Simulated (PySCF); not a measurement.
## Magnetic susceptibility: SMILES C#Cc1c(Cl)c(=O)c1=O, C₆HClO₂

Geometry:
```
atom   x (Å)   y (Å)   z (Å)
  C1   2.753  -0.029   0.172
  C2   1.551   0.004   0.092
  C3   0.167  -0.012   0.013
  C4  -0.802   0.918  -0.295
 Cl5  -0.742   2.537  -0.724
  C6  -1.931  -0.041  -0.108
  O7  -3.118   0.006  -0.194
  C8  -0.850  -1.090   0.238
  O9  -0.820  -2.240   0.545
 H10   3.801  -0.048   0.239
```

The calculation used GIAO HF/pcSseg-1 magnetisability, rotational g tensor and spin-rotation constants, non-relativistic, gas phase (PySCF 2.14.0). Geometry: GFN2-xTB.

Problem. What are the magnetisability and the molar susceptibility?

Solution. Isotropic -1038 × 10⁻³⁰ J/T², or -62.5 × 10⁻⁶ cm³/mol; principal values -1364, -896, -855 × 10⁻³⁰ J/T², anisotropy 490 × 10⁻³⁰ J/T² (root of half the summed squared differences of the principal values). The susceptibility is in cgs units.

Problem. Split it along the inertial axes a, b, c into diamagnetic and paramagnetic parts about the centre of mass, with the quadrupole moment.

Solution. 
```tsv
axis	χ (10⁻⁶ cm³/mol)	diamagnetic (10⁻⁶ cm³/mol)	paramagnetic (10⁻⁶ cm³/mol)	summed x² of all electrons (Å²)	quadrupole Θ (D Å)
a	-51.6	-799.0	747.4	194.1	+4.82
b	-53.8	-873.1	819.3	176.6	-8.44
c	-82.1	-1572.6	1490.5	11.7	+3.62
```
Anisotropies 2χaa − χbb − χcc = +32.7 and 2χbb − χaa − χcc = +26.2 × 10⁻⁶ cm³/mol. Θ is traceless in Buckingham's convention.

Problem. And the rotational g tensor?

Solution. 
```
axis  rotational constant (GHz)        g  nuclear part  electronic part
   a                     1.5578  -0.0402        0.5068          -0.5470
   b                     1.4315  -0.0302        0.5207          -0.5510
   c                     0.7460  -0.0083        0.5141          -0.5224
```
Asymmetric top; isotopes 12C, 35Cl, 1H, 16O; no vibrational averaging.
